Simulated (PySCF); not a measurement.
B(OAc)3, C₆H₉BO₆, SMILES CC(=O)OB(OC(C)=O)OC(=O)C, GFN2-xTB optimised geometry.

```
22

B     -0.36     0.02     0.00
O      1.01     0.02     0.00
C      1.82    -1.04    -0.25
C      3.24    -0.71     0.10
O      1.43    -2.08    -0.70
H      3.89    -1.54    -0.17
H      3.31    -0.51     1.16
H      3.54     0.19    -0.43
O     -1.06    -1.15     0.04
C     -2.35    -1.34    -0.33
C     -2.95    -2.53     0.33
O     -2.90    -0.62    -1.12
H     -3.89    -2.80    -0.15
H     -3.13    -2.28     1.38
H     -2.24    -3.36     0.30
O     -0.94     1.25     0.00
C     -2.20     1.53     0.44
C     -2.85     2.60    -0.38
O     -2.68     0.98     1.39
H     -3.69     3.04     0.17
H     -3.23     2.13    -1.29
H     -2.13     3.36    -0.66
```

Density from PBE0/def2-SVP (PySCF) at that geometry.

Minimum of the electron density along straight lines between bonded atoms, close to the bond critical point (lines longer than 1.1 times the sum of covalent radii, or with two minima, are not listed):

| bond | length / Å | ρ at the minimum / e bohr⁻³ | ∇²ρ there / e bohr⁻⁵ | position (fraction from the first atom) |
|---|---|---|---|---|
| B1–O2 | 1.368 | 0.199 | 1.00 | 0.33 |
| O2–C3 | 1.362 | 0.284 | -0.38 | 0.66 |
| C3–C4 | 1.500 | 0.262 | -0.65 | 0.52 |
| C3–O5 | 1.194 | 0.428 | 0.43 | 0.33 |
| C4–H6 | 1.085 | 0.279 | -1.06 | 0.64 |
| C4–H7 | 1.088 | 0.275 | -1.01 | 0.63 |
| C4–H8 | 1.087 | 0.276 | -1.02 | 0.63 |
| B1–O9 | 1.366 | 0.199 | 1.02 | 0.33 |
| O9–C10 | 1.356 | 0.287 | -0.33 | 0.67 |
| C10–C11 | 1.494 | 0.264 | -0.66 | 0.53 |
| C10–O12 | 1.199 | 0.424 | 0.37 | 0.33 |
| C11–H13 | 1.085 | 0.279 | -1.05 | 0.64 |
| C11–H14 | 1.089 | 0.274 | -1.01 | 0.63 |
| C11–H15 | 1.086 | 0.277 | -1.03 | 0.64 |
| B1–O16 | 1.363 | 0.200 | 1.04 | 0.33 |
| O16–C17 | 1.363 | 0.283 | -0.37 | 0.66 |
| C17–C18 | 1.494 | 0.265 | -0.66 | 0.53 |
| C17–O19 | 1.197 | 0.425 | 0.39 | 0.33 |
| C18–H20 | 1.086 | 0.279 | -1.05 | 0.64 |
| C18–H21 | 1.090 | 0.274 | -1.02 | 0.64 |
| C18–H22 | 1.086 | 0.277 | -1.03 | 0.63 |
